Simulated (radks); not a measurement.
Spherical jellium clusters: N electrons in a uniform positive sphere of charge N and radius rs N^(1/3), rs = 5.2 bohr. Method: non-relativistic Kohn-Sham, LDA (Slater exchange, Perdew-Wang correlation), spin-polarised, spherical densities; computed with a radial shooting solver with Libxc functionals. Levels are named by radial order and angular momentum (1s, 1p, 1d, 2s, ...), and open shells are averaged over m. Each electron was tried in the lowest free levels, single moves between levels near the top were tried too, and the lowest total energy was kept; such a search can miss a lower state. Energies include the self-energy of the background; IP and EA are vertical (highest electron removed, lowest free level filled), at fixed background; spill-out counts the electrons outside the background radius R, and alpha is the static dipole polarisability from linear response (closed shells only). A dash means not computed or, for alpha, an open shell; in EA it means that no bound solution was reached, which is typical of self-interaction and does not show that the anion is unstable. Real open-shell clusters deform, which this model forbids.

N,open shells,2S,E(N+1) + E(N-1) - 2E(N) (eV),IP (eV),EA (eV),-e(HOMO) (eV)
1,"1s(up 1, down 0)",1,-,-,-,2.537
2,none,0,0.706,4.296,-,2.596
3,"1p(up 1, down 0)",1,-0.471,3.298,-,1.915
4,"1p(up 2, down 0)",2,-0.303,3.654,-,2.278
5,"1p(up 3, down 0)",3,0.249,3.838,-,2.502
6,"1p(up 3, down 1)",2,-0.250,3.490,1.145,2.286
7,"1p(up 3, down 2)",1,-0.177,3.677,1.359,2.488
8,none,0,0.746,3.795,-,2.631
9,"1d(up 1, down 0)",1,-0.183,2.997,-,1.929
10,"1d(up 2, down 0)",2,-0.152,3.154,1.091,2.101
11,"1d(up 3, down 0)",3,-0.127,3.275,1.241,2.238
12,"1d(up 4, down 0)",4,-0.107,3.370,1.367,2.351
13,"1d(up 5, down 0)",5,0.257,3.447,1.138,2.444
14,"1d(up 5, down 1)",4,-0.118,3.162,1.278,2.206
15,"1d(up 5, down 2)",3,-0.101,3.260,1.397,2.315
16,"1d(up 5, down 3)",2,-0.086,3.341,1.499,2.407
17,"1d(up 5, down 4)",1,-0.075,3.408,1.587,2.485
18,none,0,0.158,3.463,1.458,2.553
19,"2s(up 1, down 0)",1,0.184,3.287,1.317,2.391
20,none,0,0.149,3.098,1.179,2.234
21,"1f(up 1, down 0)",1,-0.081,2.955,1.269,2.103
22,"1f(up 2, down 0)",2,-0.073,3.021,1.350,2.176
23,"1f(up 3, down 0)",3,-0.066,3.079,1.423,2.242
24,"1f(up 4, down 0)",4,-0.060,3.130,1.490,2.302
25,"1f(up 5, down 0)",5,-0.055,3.176,1.551,2.356
26,"1f(up 6, down 0)",6,-0.051,3.218,1.607,2.405
27,"1f(up 7, down 0)",7,0.220,3.255,1.397,2.450
28,"1f(up 7, down 1)",6,-0.060,3.023,1.464,2.237
29,"1f(up 7, down 2)",5,-0.054,3.073,1.526,2.293
30,"1f(up 7, down 3)",4,-0.050,3.118,1.583,2.345
31,"1f(up 7, down 4)",3,-0.046,3.159,1.636,2.391
32,"1f(up 7, down 5)",2,-0.043,3.196,1.684,2.434
33,"1f(up 7, down 6)",1,-0.040,3.230,1.729,2.474
34,none,0,0.259,3.261,1.487,2.511
35,"2p(up 1, down 0)",1,-0.028,2.993,1.532,2.257
36,"2p(up 2, down 0)",2,-0.020,3.022,1.568,2.289
37,"2p(up 3, down 0)",3,0.177,3.043,1.414,2.315
38,"2p(up 3, down 1)",2,-0.031,2.868,1.466,2.161
39,"2p(up 3, down 2)",1,-0.033,2.906,1.511,2.203
40,"2p(up 3, down 2) 1g(up 1, down 0)",2,-0.044,2.935,1.540,2.235
41,"2p(up 3, down 1) 1g(up 3, down 0)",5,-0.039,2.966,1.576,2.262
42,"2p(up 3, down 1) 1g(up 4, down 0)",6,-,2.987,1.605,2.294

All shells are closed at N = 2, 8, 18, 20, 34 (there: 1s2 1p6 1d10 2s2 1f14); the second difference of the energy has clear peaks (12 % above both neighbours; the first and last values, which can be the largest, are not judged, and half-filled shells can peak too) at N = 5, 8, 13, 19, 27, 34, 37.
